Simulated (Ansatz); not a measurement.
Born–Oppenheimer molecular dynamics of C3H10Al (14 atoms, charge 0, multiplicity 2). It starts at the highest image of a converged band, a first-order saddle point between two minima.

Computed with UKS PBE0/cc-pVDZ (Ansatz).

```yaml
ensemble: NVE (velocity Verlet)
time_step: 0.5 fs
steps_asked: 200
starting_velocities_drawn_for: 300 K
seed: 4151
```

Frames 0.5 fs apart, positions in Å, forces in eV/Å.

Velocities at 65 fs (Å/ps):

```
Al 0.07 5.82 -3.88
H 30.21 -37.06 -12.50
C -4.79 1.61 3.47
H -20.56 9.06 34.14
H 4.36 -18.55 -14.31
C 1.50 0.70 2.74
H -2.75 -16.16 0.92
H 22.59 -15.93 -11.40
H -11.48 12.90 -13.33
C 1.29 -1.77 1.91
H 29.97 -13.36 13.58
H -16.31 -7.75 4.35
H -6.35 -15.92 -7.87
H -7.67 -59.43 13.66
```

```xyz
14
Properties=species:S:1:pos:R:3:forces:R:3 time_fs=65 energy_less_start_eV=-0.265 T=473
Al -0.060 0.365 -0.210 -0.02 -0.12 -0.10
H 0.985 -0.759 1.809 -2.32 -2.93 0.71
C 1.788 -0.204 -0.774 0.14 0.48 0.04
H 2.006 -1.276 -0.669 0.09 -0.11 0.21
H 1.884 -0.010 -1.850 -0.29 -0.02 -0.41
C 2.800 0.735 -0.103 0.74 0.74 -0.18
H 3.790 0.853 -0.641 -0.81 -0.28 0.22
H 2.369 1.767 -0.042 0.30 -0.38 -0.04
H 3.083 0.488 0.932 -0.23 -0.24 0.10
C -1.829 -0.173 -0.973 0.10 0.21 -0.48
H -2.273 -1.063 -0.521 -0.11 -0.29 0.35
H -2.524 0.664 -0.822 -0.18 0.10 0.25
H -1.862 -0.355 -2.063 0.36 -0.05 -0.02
H 0.417 -1.504 1.984 2.23 2.89 -0.65
14
Properties=species:S:1:pos:R:3:forces:R:3 time_fs=65.5 energy_less_start_eV=-0.226 T=448
Al -0.060 0.368 -0.212 -0.05 -0.10 -0.09
H 0.997 -0.781 1.804 -2.42 -3.01 0.77
C 1.786 -0.203 -0.772 0.18 0.62 -0.18
H 1.996 -1.272 -0.651 0.12 -0.22 0.19
H 1.886 -0.019 -1.858 -0.30 -0.07 -0.14
C 2.801 0.736 -0.102 0.70 0.47 -0.54
H 3.788 0.844 -0.640 -0.72 -0.27 0.19
H 2.381 1.759 -0.048 0.14 -0.02 -0.03
H 3.076 0.494 0.926 -0.13 -0.34 0.43
C -1.829 -0.174 -0.972 0.01 0.21 -0.62
H -2.258 -1.070 -0.514 -0.11 -0.22 0.32
H -2.532 0.660 -0.820 -0.10 -0.01 0.22
H -1.865 -0.363 -2.067 0.36 0.00 0.17
H 0.416 -1.531 1.990 2.33 2.97 -0.71
14
Properties=species:S:1:pos:R:3:forces:R:3 time_fs=66 energy_less_start_eV=-0.247 T=462
Al -0.060 0.371 -0.214 -0.08 -0.07 -0.09
H 1.004 -0.811 1.800 -2.42 -2.96 0.80
C 1.783 -0.202 -0.770 0.21 0.73 -0.38
H 1.986 -1.268 -0.634 0.14 -0.30 0.17
H 1.887 -0.029 -1.866 -0.31 -0.11 0.13
C 2.802 0.736 -0.100 0.63 0.16 -0.85
H 3.784 0.835 -0.639 -0.58 -0.26 0.14
H 2.393 1.750 -0.053 -0.03 0.36 -0.02
H 3.070 0.500 0.920 -0.05 -0.43 0.74
C -1.828 -0.174 -0.971 -0.09 0.18 -0.72
H -2.243 -1.077 -0.506 -0.09 -0.13 0.27
H -2.541 0.656 -0.817 -0.01 -0.13 0.20
H -1.867 -0.371 -2.070 0.35 0.04 0.35
H 0.421 -1.550 1.994 2.33 2.92 -0.74
14
Properties=species:S:1:pos:R:3:forces:R:3 time_fs=66.5 energy_less_start_eV=-0.328 T=513
Al -0.060 0.374 -0.216 -0.11 -0.04 -0.09
H 1.005 -0.847 1.799 -2.29 -2.77 0.80
C 1.781 -0.201 -0.769 0.24 0.79 -0.56
H 1.976 -1.264 -0.615 0.15 -0.34 0.14
H 1.887 -0.038 -1.873 -0.31 -0.15 0.37
C 2.803 0.737 -0.099 0.53 -0.18 -1.07
H 3.778 0.825 -0.637 -0.40 -0.25 0.07
H 2.405 1.743 -0.059 -0.20 0.75 -0.01
H 3.064 0.504 0.917 0.02 -0.50 0.99
C -1.827 -0.175 -0.970 -0.20 0.12 -0.77
H -2.229 -1.085 -0.498 -0.06 -0.01 0.21
H -2.550 0.652 -0.813 0.07 -0.23 0.17
H -1.868 -0.379 -2.073 0.34 0.08 0.49
H 0.431 -1.562 1.997 2.21 2.73 -0.73
14
Properties=species:S:1:pos:R:3:forces:R:3 time_fs=67 energy_less_start_eV=-0.455 T=594
Al -0.060 0.377 -0.218 -0.15 0.00 -0.09
H 1.000 -0.890 1.799 -1.98 -2.37 0.73
C 1.779 -0.200 -0.767 0.28 0.80 -0.69
H 1.967 -1.262 -0.597 0.15 -0.34 0.10
H 1.887 -0.049 -1.880 -0.31 -0.18 0.58
C 2.804 0.737 -0.098 0.40 -0.50 -1.19
H 3.772 0.815 -0.636 -0.18 -0.23 -0.02
H 2.416 1.737 -0.065 -0.34 1.09 0.00
H 3.057 0.507 0.915 0.07 -0.54 1.15
C -1.827 -0.176 -0.970 -0.30 0.04 -0.78
H -2.215 -1.093 -0.488 -0.03 0.12 0.13
H -2.558 0.647 -0.809 0.15 -0.33 0.15
H -1.868 -0.387 -2.075 0.32 0.11 0.59
H 0.446 -1.568 1.998 1.92 2.32 -0.66
14
Properties=species:S:1:pos:R:3:forces:R:3 time_fs=67.5 energy_less_start_eV=-0.596 T=682
Al -0.060 0.380 -0.220 -0.18 0.04 -0.09
H 0.991 -0.938 1.801 -1.38 -1.63 0.55
C 1.776 -0.199 -0.766 0.30 0.75 -0.77
H 1.958 -1.261 -0.578 0.15 -0.29 0.06
H 1.886 -0.059 -1.886 -0.31 -0.19 0.74
C 2.806 0.738 -0.098 0.23 -0.76 -1.17
H 3.765 0.804 -0.634 0.07 -0.21 -0.12
H 2.427 1.734 -0.071 -0.44 1.35 0.00
H 3.051 0.509 0.917 0.09 -0.54 1.19
C -1.826 -0.177 -0.970 -0.37 -0.05 -0.73
H -2.200 -1.101 -0.479 0.00 0.25 0.05
H -2.566 0.642 -0.805 0.22 -0.40 0.12
H -1.868 -0.394 -2.075 0.30 0.13 0.64
H 0.466 -1.568 1.997 1.33 1.58 -0.47
14
Properties=species:S:1:pos:R:3:forces:R:3 time_fs=68 energy_less_start_eV=-0.684 T=735
Al -0.060 0.383 -0.222 -0.22 0.07 -0.08
H 0.978 -0.991 1.804 -0.31 -0.36 0.16
C 1.774 -0.197 -0.764 0.32 0.65 -0.79
H 1.950 -1.260 -0.559 0.14 -0.20 0.01
H 1.884 -0.070 -1.889 -0.29 -0.20 0.85
C 2.807 0.738 -0.097 0.04 -0.93 -1.03
H 3.758 0.793 -0.633 0.32 -0.20 -0.21
H 2.437 1.734 -0.077 -0.49 1.47 0.00
H 3.045 0.510 0.921 0.08 -0.52 1.10
C -1.826 -0.178 -0.969 -0.42 -0.14 -0.65
H -2.186 -1.108 -0.469 0.03 0.37 -0.03
H -2.574 0.636 -0.801 0.26 -0.45 0.10
H -1.866 -0.401 -2.073 0.28 0.14 0.65
H 0.489 -1.564 1.995 0.27 0.30 -0.08
14
Properties=species:S:1:pos:R:3:forces:R:3 time_fs=68.5 energy_less_start_eV=-0.640 T=704
Al -0.060 0.386 -0.224 -0.25 0.11 -0.07
H 0.964 -1.044 1.808 1.41 1.58 -0.52
C 1.772 -0.195 -0.763 0.34 0.52 -0.75
H 1.942 -1.259 -0.540 0.12 -0.09 -0.04
H 1.881 -0.082 -1.891 -0.27 -0.20 0.90
C 2.808 0.738 -0.097 -0.17 -0.98 -0.79
H 3.752 0.781 -0.632 0.55 -0.19 -0.30
H 2.445 1.737 -0.083 -0.48 1.44 0.00
H 3.039 0.509 0.928 0.05 -0.46 0.90
C -1.825 -0.178 -0.969 -0.44 -0.24 -0.52
H -2.172 -1.114 -0.460 0.05 0.47 -0.10
H -2.581 0.628 -0.796 0.29 -0.47 0.08
H -1.865 -0.408 -2.070 0.25 0.15 0.61
H 0.512 -1.560 1.993 -1.44 -1.65 0.61
14
Properties=species:S:1:pos:R:3:forces:R:3 time_fs=69 energy_less_start_eV=-0.445 T=585
Al -0.060 0.389 -0.226 -0.29 0.13 -0.06
H 0.954 -1.094 1.811 3.56 3.90 -1.48
C 1.770 -0.193 -0.763 0.34 0.36 -0.65
H 1.934 -1.259 -0.521 0.10 0.04 -0.10
H 1.878 -0.093 -1.891 -0.24 -0.18 0.89
C 2.810 0.738 -0.097 -0.38 -0.90 -0.48
H 3.748 0.769 -0.632 0.74 -0.18 -0.36
H 2.452 1.744 -0.089 -0.41 1.26 0.00
H 3.034 0.507 0.937 0.00 -0.37 0.62
C -1.825 -0.179 -0.969 -0.43 -0.32 -0.36
H -2.158 -1.119 -0.451 0.06 0.54 -0.16
H -2.587 0.620 -0.791 0.29 -0.46 0.06
H -1.862 -0.414 -2.066 0.22 0.14 0.52
H 0.533 -1.559 1.992 -3.58 -3.96 1.56
14
Properties=species:S:1:pos:R:3:forces:R:3 time_fs=69.5 energy_less_start_eV=-0.271 T=483
Al -0.060 0.392 -0.228 -0.32 0.16 -0.04
H 0.952 -1.134 1.810 5.08 5.38 -2.26
C 1.768 -0.192 -0.762 0.34 0.19 -0.50
H 1.926 -1.259 -0.503 0.08 0.18 -0.17
H 1.874 -0.106 -1.888 -0.20 -0.17 0.82
C 2.811 0.738 -0.097 -0.55 -0.71 -0.17
H 3.745 0.756 -0.632 0.87 -0.17 -0.38
H 2.458 1.754 -0.095 -0.30 0.97 0.00
H 3.028 0.504 0.947 -0.05 -0.27 0.29
C -1.825 -0.180 -0.970 -0.38 -0.39 -0.18
H -2.143 -1.123 -0.442 0.06 0.59 -0.20
H -2.592 0.610 -0.786 0.28 -0.43 0.04
H -1.859 -0.420 -2.060 0.19 0.12 0.40
H 0.544 -1.568 1.996 -5.10 -5.44 2.35
14
Properties=species:S:1:pos:R:3:forces:R:3 time_fs=70 energy_less_start_eV=-0.352 T=531
Al -0.060 0.395 -0.230 -0.34 0.18 -0.02
H 0.963 -1.161 1.803 4.70 4.78 -2.20
C 1.766 -0.190 -0.761 0.33 0.02 -0.29
H 1.919 -1.258 -0.485 0.06 0.30 -0.23
H 1.870 -0.119 -1.883 -0.15 -0.14 0.69
C 2.812 0.737 -0.097 -0.68 -0.45 0.11
H 3.744 0.743 -0.634 0.91 -0.16 -0.36
H 2.464 1.767 -0.101 -0.16 0.59 0.01
H 3.022 0.501 0.959 -0.09 -0.17 -0.05
C -1.825 -0.181 -0.970 -0.30 -0.44 0.02
H -2.129 -1.125 -0.433 0.05 0.60 -0.23
H -2.597 0.599 -0.781 0.24 -0.37 0.03
H -1.855 -0.426 -2.054 0.16 0.09 0.23
H 0.544 -1.590 2.004 -4.72 -4.84 2.28
14
Properties=species:S:1:pos:R:3:forces:R:3 time_fs=70.5 energy_less_start_eV=-0.601 T=680
Al -0.060 0.398 -0.232 -0.37 0.20 0.01
H 0.985 -1.177 1.792 2.75 2.68 -1.33
C 1.765 -0.188 -0.760 0.30 -0.13 -0.05
H 1.911 -1.257 -0.467 0.05 0.41 -0.28
H 1.865 -0.132 -1.877 -0.11 -0.11 0.52
C 2.813 0.737 -0.098 -0.73 -0.17 0.32
H 3.746 0.730 -0.637 0.87 -0.14 -0.29
H 2.469 1.780 -0.106 -0.02 0.18 0.03
H 3.016 0.497 0.970 -0.13 -0.07 -0.37
C -1.825 -0.182 -0.970 -0.18 -0.47 0.22
H -2.114 -1.126 -0.426 0.04 0.58 -0.25
H -2.602 0.588 -0.775 0.18 -0.29 0.02
H -1.851 -0.432 -2.047 0.13 0.06 0.05
H 0.532 -1.624 2.018 -2.77 -2.74 1.41
```

Of the whole run (100 fs, mean temperature of the second half 586 K): The conserved energy stayed within 1.1 meV per atom of its start (net change -0.97 meV per atom), so the integration is sound. The kinetic energy rose, since the run started high on the potential surface and went downhill. It ends in pieces (C3H8Al + H2), so much of that is their flight and rotation, not heat. A run of 0.1 ps of so small a system gives no equilibrium averages.

Time of the run: 7 min on 4 threads of Arm Neoverse V2 (shared host), peak memory 0.32 GiB.
